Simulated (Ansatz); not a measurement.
Molecule: GaI$_{2}$, charge 0, multiplicity 2. SMILES: [I][Ga][I]

Atoms: Ga1, I2, I3. Bonds: Ga1-I2, Ga1-I3.

Bond lengths (Å) and angles (degrees) optimised at PBE/LANL2DZ with Ansatz (a first-principles code); B3LYP/LANL2DZ with Ansatz; MP2/LANL2DZ with Ansatz, each started from the B3LYP-D3(BJ)/def2-TZVP structure (Ansatz) of the last column. A row stands for all coordinates that are equal there. No wavenumbers were computed at PBE/LANL2DZ, MP2/LANL2DZ, so these may be saddle points.

```json
[
 {"coordinate": "Ga1-I2", "PBE/LANL2DZ": "2.633", "B3LYP/LANL2DZ": "2.641", "MP2/LANL2DZ": "2.614", "B3LYP-D3(BJ)/def2-TZVP": "2.566"},
 {"coordinate": "I2-Ga1-I3", "PBE/LANL2DZ": "122.1", "B3LYP/LANL2DZ": "122.6", "MP2/LANL2DZ": "121.4", "B3LYP-D3(BJ)/def2-TZVP": "121.6"}
]
```

Mean signed difference of all 2 bond lengths from B3LYP-D3(BJ)/def2-TZVP: PBE/LANL2DZ 0.068 Å, B3LYP/LANL2DZ 0.075 Å, MP2/LANL2DZ 0.049 Å.
